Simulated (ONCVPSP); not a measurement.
## Pseudopotential generation for aluminium (Al): ONCV, PBE, scalar-relativistic.

```
Element                 : Al
Generator               : ONCVPSP 4.0.1
Type                    : optimised norm-conserving Vanderbilt (ONCV)
Functional              : PBE
Relativity              : scalar-relativistic
Frozen core             : [Ne]
Valence charge          : 3
Reference configuration : 3s1.75 3p1.25
Partial waves           : 3s: rc 2.25 bohr, ncon 4, nbas 8, qcut 3.5 1/bohr, 2 projectors, debl 3.9 Ha; 3p: rc 1.90 bohr, ncon 5, nbas 10, qcut 4.6 1/bohr, local
Local potential         : the p channel
Core correction         : none
```

Results:

| Property | Result |
| --- | --- |
| Cutoffs needed | 4.9 Ha and 12 Ha (the cutoffs (Ha) at which the residual kinetic energy of the hardest occupied pseudo-wave falls to 1 and 0.1 mHa per electron) The cutoffs count occupied waves only; projector 2 of the s channel, the hardest unoccupied one, needs 41 Ha at the loose tolerance. |
| Ghost test | no bound ghost flagged; GHOST(+) flagged for s at 150.1 eV |
| Largest excitation error | +8.7 meV (all-electron minus pseudo) for 3s1 3p0, out of 4 test configurations |

Generation and tests took about 3.2 s on one core of a shared server CPU.
